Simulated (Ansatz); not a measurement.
**Reading a saddle point**

A first-order saddle point of Si$_{3}$N$_{2}$H$_{11}$O, doublet, PBE0-D4/def2-TZVP, with one imaginary mode of 1180i cm⁻¹:

Si1  (0.830, 0.264, 1.079)
N2  (0.733, -1.047, -0.274)
Si3  (0.347, -0.527, -1.908)
N4  (-0.529, 1.297, 0.603)
Si5  (-2.204, 0.895, 0.692)
H6  (0.373, -0.499, 2.273)
H7  (1.936, -1.113, 0.117)
O8  (2.604, -0.656, 1.049)
H9  (0.224, -1.875, 0.020)
H10  (1.195, 0.655, -2.194)
H11  (0.686, -1.629, -2.846)
H12  (-1.088, -0.191, -2.067)
H13  (-0.301, 2.275, 0.506)
H14  (-2.861, 1.308, 1.965)
H15  (-2.300, -0.588, 0.591)
H16  (-2.977, 1.506, -0.425)
H17  (3.334, -0.075, 0.819)
(Å)

Ansatz 0.2.0; basis: def2-TZVPP and def2-QZVPP; cores frozen in the correlated methods; orbitals are unrestricted. Extrapolation: Hartree–Fock as exp(−7.88 √X), correlation as X^−2.97.

Question: Which contacts change along the imaginary mode, and what lies on either side? (Judge from chemistry; the calculation decides.)

Answer: By the calculation: The step is Si₃N₂H₉ ([SiH3][NH][SiH][NH][SiH3]) + H₂O → Si₂NH₆O ([OH][SiH][NH][SiH3]) + SiNH₅ ([NH2][SiH3]), with the molecules in contact on both sides. Shortening one way: Si1–O8, N2–H7; lengthening the same way: Si1–N2, H7–O8.
```tsv
pair	one side (Å)	saddle (Å)	other side (Å)
Si1–O8	3.41	2.00	1.67
N2–H7	2.96	1.27	1.01
Si1–N2	1.72	1.89	3.61
H7–O8	0.96	1.23	2.14
```

Question: Which side is lower, and how far does the saddle lie above each? (Judge from chemistry; the value comes from the calculation.)

Answer: Computed: The side with Si1–O8, N2–H7 short is lower by 0.286 eV; the saddle lies 1.332 eV above it and 1.046 eV above the other (CCSD(T) at an estimated basis limit (MP2 extrapolated from triple and quadruple zeta, plus CCSD(T) − MP2 in triple zeta); electronic energies).

No T1 diagnostic of these runs exceeds 0.014. ⟨S²⟩ of the unrestricted Hartree–Fock references: 0.75 to 0.76 (a pure state has 0.75).

The step is the kind of ligand exchange by which a precursor binds to a hydroxyl group, or is hydrolysed, in atomic layer deposition of oxides. Here a small cluster stands in for the surface site.

Labels in which every atom is bracketed show which atoms are joined, not bond orders.

For scale, one of the runs: CCSD(T)/def2-TZVPP, 373 basis functions, launched by `ansatz run in.yaml --threads 4 --pin off --events-out ev --progress --plain --max-ram 63488MiB --backend cuda --devices 0, --max-vram 37GiB`. Hardware: 4 CPU threads of an AMD EPYC 7R13 and a share of one NVIDIA H100, shared host. Wall time 56 s; peak host memory 0.91 GiB.
